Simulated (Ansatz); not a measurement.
System: calcium atom, Ca, net charge 0, singlet state.

Quantity: electron affinity to the doublet, in eV. Terms: six Cartesian d functions in 6-31G* and its kin unless marked 5d; non-relativistic; valence correlation only (noble-gas shells and the d and f shells of earlier blocks; the outer core of K, Ca and congeners matters and is frozen too); no spin-orbit coupling; 6-311+G** with 5d; each state is the SCF solution reached for its charge and spin; open shells spin-unrestricted; LANL2DZ with its own core potentials from Na on. A UHF reference is markedly spin-contaminated in at least one set, which strains HF and MP2. The Hartree-Fock reference of Ca atom is unstable towards a lower, spin-broken solution.

Measured values: pymatgen's periodic table; they hold spin-orbit and core effects. 

Value to compare with, the measured value: 0.02 eV.

```csv
level,program,electron affinity to the doublet (eV),error
HF/6-31G*,Ansatz,-0.37,-0.39
B3LYP/3-21G,Ansatz,-0.23,-0.25
B3LYP/6-31G*,Ansatz,-0.22,-0.24
B3LYP/6-311+G**,Ansatz,0.02,0.00
MP2/LANL2DZ,Ansatz,-0.72,-0.74
MP2/6-31G*,Ansatz,-0.41,-0.43
B3LYP/def2-TZVPD,Ansatz,-0.24,-0.26
```

0 of the 6 habitual levels lie above the measured value; their mean absolute error is 0.34 eV, the median 0.32.

The levels are drawn from those run, B3LYP/6-31G* more often than the rest, none by its result; runs whose electronic state is in doubt are left out.

Ansatz is a first-principles code.
